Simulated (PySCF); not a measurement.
A structure optimised at ωB97X-D3(BJ)/def2-SVP, used in a PySCF frequency run:

```xyz
12

F      0.7275    -2.0328    -0.8558
Si     0.3623    -1.0559     0.3902
C     -1.4425    -0.5046     0.2848
N     -1.3830     0.8984    -0.1277
Si     0.1530     1.7014    -0.1380
O      1.1452     0.3948     0.2268
H      0.7772    -1.7754     1.6137
H     -1.9536    -0.6462     1.2575
H     -1.9742    -1.1328    -0.4535
H     -2.2715     1.3439    -0.3222
H      0.5098     2.2942    -1.4568
H      0.3241     2.7542     0.9038
```

**Question.** Write its SMILES and formula.

**Answer.** F[Si@@H]1CN[SiH2]O1, CH6FNOSi2

**Question.** What are its rotational constants (standard atomic weights)?

**Answer.** 4.1705, 1.9231, 1.5355 GHz
